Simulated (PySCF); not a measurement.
Compound: CH10NSi3 (doublet state).
Atom-mapped SMILES: `[NH2:1][SiH2:2][SiH2:3][CH2:4][SiH2:5]` (hydrogens: H6, H7 on N1; H8, H9 on Si2; H10, H11 on Si3; H12, H13 on C4; H14, H15 on Si5)

Cartesian coordinates in Å at the GFN2-xTB level; atoms count from 1:
```
atom  x, y, z in Å
N1     1.615    1.496    0.024
Si2    1.925   -0.202    0.101
Si3    0.006   -1.202    0.882
C4    -1.487   -0.850   -0.247
Si5   -1.924    0.992   -0.346
H6     1.176    1.952    0.808
H7     2.317    2.104   -0.366
H8     2.320   -0.529   -1.275
H9     3.101   -0.548    0.927
H10    0.167   -2.664    0.994
H11   -0.376   -0.766    2.239
H12   -2.357   -1.409    0.105
H13   -1.273   -1.220   -1.250
H14   -2.980    1.286   -1.315
H15   -2.235    1.567    0.962
```

The hyperfine couplings belong to this conformer and change with its torsions.

Method used: PySCF 2.14.0, UKS B3LYP, pcH-1 on C H N Si, non-relativistic, mean-field spin-orbit, GIAO. Geometry: GFN2-xTB, one conformer, isolated molecule. The geometry wasn't refined by DFT: couplings that depend on bond lengths, twists or pyramidal angles can differ widely from those at the functional's own minimum, by a factor of two or more for some ions and for spin on atoms past the first row. No stability test was run, so a lower SCF solution isn't excluded.

Task: Break the g tensor into its mass correction, gauge correction and orbital-Zeeman/spin–orbit terms.

Result: 
| Δg (ppm) | 1 | 2 | 3 |
| --- | --- | --- | --- |
| relativistic mass correction | -135 | -135 | -135 |
| gauge correction | 12 | 20 | 7 |
| orbital Zeeman/spin–orbit | -46 | 1925 | 1949 |
| total | -169 | 1810 | 1821 |

So g = 2.00215, 2.00413, 2.00414 and g_iso = 2.00347; the tensor is close to axial: the two nearest values differ by under 1 % of g3 − g1. 

Task: What are the electron Larmor frequencies g μB B/h along the three axes at 1200 mT?

Result: 33.6271, 33.6603, 33.6605 GHz for g1, g2 and g3, a range of 33.4 MHz.

Task: How much does each term add to the isotropic shift?

Result: The orbital-Zeeman/spin–orbit term 1276, the mass correction -135 and the gauge correction 13 ppm, for a total of 1154 ppm. The orbital-Zeeman/spin–orbit term is the largest in size. The mass correction is the same along every axis, so the anisotropy comes from the other two: their spans along these axes are 13 (gauge) and 1995 ppm (orbital Zeeman/spin–orbit).

Task: What effective moment and Curie constant follow for a powder?

Result: With the mean of g² = 4.0139 and S(S+1) = 0.75: μ_eff = √(⟨g²⟩S(S+1)) = 1.735 μB and χT = 0.12505·⟨g²⟩·S(S+1) = 0.376 cm³ K/mol (cgs; spin-Hamiltonian part alone).

Task: In a frozen sample, at which fields do the three g values resonate at 9.5, 34, 94 and 263 GHz (hyperfine left aside), and which band first spreads them over more than twice a line width of 0.5 mT?

Result: 
```csv
band,GHz,B(g3) mT,B(g2) mT,B(g1) mT,spread mT
X,9.5,338.68,338.68,339.01,0.34
Q,34.0,1212.10,1212.11,1213.31,1.20
W,94.0,3351.11,3351.12,3354.44,3.33
J,263.0,9375.97,9376.02,9385.29,9.32
```

The spread grows in proportion to the frequency. Q band is the first where it exceeds 1.0 mT.

The largest Mulliken spin population is on Si5 (+0.98). The angles at Si5 add up to 337.1°, so it is pyramidal.

The HOMO–LUMO gaps are 4.98 eV among the α and 4.83 eV among the β orbitals.
